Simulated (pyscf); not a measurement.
Optimised with ωB97X-D3(BJ)/def2-SVP in PySCF. MP2 and CC: frozen core, UHF for open shells. ΔMP2 is the change of the MP2 total energy from the triple- to the quadruple-zeta basis. Singlets are restricted, triplets unrestricted.

Singlet (Å):
```xyz
6

F      1.0210     1.7891    -1.1920
Si     0.2752     0.4919    -0.5289
Si     0.6858     0.2171     1.7743
H     -1.1947     0.6611    -0.7472
H      0.7377    -0.7207    -1.2716
H     -0.2219    -1.0098     1.6437
```

Triplet (Å):
```xyz
6

F      0.3675     1.2910    -0.0336
Si     0.7090    -0.2818     0.2377
Si     1.2769    -0.6720     2.4373
H     -0.5058    -1.0692    -0.1129
H      1.8582    -0.6518    -0.6280
H      0.2331    -0.8875     3.4867
```

Q: For these two minima of `[F][SiH2][SiH]`, which spin state lies lower at CCSD(T)/def2-TZVPP + ΔMP2(QZVPP), and by how much (electronic energies)?

A: The singlet, by 56.7 kJ/mol. Zero-point energy shifts E(triplet) − E(singlet) by +2.2 kJ/mol. F–SiH₂–SiH: [singlet] lies 25.0 kJ/mol over its isomer F–Si:–SiH₃ [singlet], and others may lie lower still (electronic energy, ωB97M-D3(BJ)). 

E(triplet) − E(singlet) by level (kJ/mol):

```
level                               gap
--------------------------------  -----
ωB97X-D3(BJ)/def2-TZVP            +61.0
PBE/def2-TZVP                     +42.0
r²SCAN/def2-TZVP                  +20.7
B3LYP-D3(BJ)/def2-TZVP            +56.4
PBE0-D3(BJ)/def2-TZVP             +35.9
M06-2X/def2-TZVP                  +50.5
ωB97M-D3(BJ)/def2-TZVP            +70.9
HF/def2-TZVP                      -11.2
MP2/def2-QZVPP                    +44.0
CCSD/def2-TZVPP                   +51.0
CCSD(T)/def2-TZVPP                +53.1
CCSD(T)/def2-TZVPP + ΔMP2(QZVPP)  +56.7
```

The triplet is the lowest one reached from the SCF start used. The CCSD(T) − MP2 part came from Ansatz, without density fitting, on the same reference.
